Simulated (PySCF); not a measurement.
## How methods differ on the ionisation energy of Sc

Sc [Ar] 3d1 4s2 (2D) → Sc⁺ [Ar] 3d1 4s1 (3D), as a difference of total energies. Computed with PySCF 2.14 in dyall-av2z (16s12p7d2f, 101 functions), with the non-relativistic Hamiltonian (point nucleus). Correlated levels: valence: [Ar] frozen; virtual orbitals above 40 to 60 times the deepest correlated orbital energy dropped. The calculations carry no spin-orbit coupling.

```json
{"method": "UHF", "ionisation energy (eV)": "5.366", "difference from reference (eV)": "-1.196"}
{"method": "LDA", "ionisation energy (eV)": "6.673", "difference from reference (eV)": "+0.111"}
{"method": "PBE0", "ionisation energy (eV)": "6.359", "difference from reference (eV)": "-0.203"}
{"method": "B2PLYP", "ionisation energy (eV)": "6.361", "difference from reference (eV)": "-0.201"}
{"method": "wB97X", "ionisation energy (eV)": "6.638", "difference from reference (eV)": "+0.076"}
{"method": "MP2 (valence)", "ionisation energy (eV)": "6.041", "difference from reference (eV)": "-0.521"}
{"method": "SCS-MP2 (valence)", "ionisation energy (eV)": "6.177", "difference from reference (eV)": "-0.385"}
```

Reference: 6.562 eV (measured; NIST levels, between the centres of gravity of the two terms).

These non-relativistic numbers lack the scalar-relativistic shift.

Errors of the correlated levels include the incompleteness of this basis and the frozen core.

MP2 underrates the near-degeneracy of ns² with np² in the lower species.
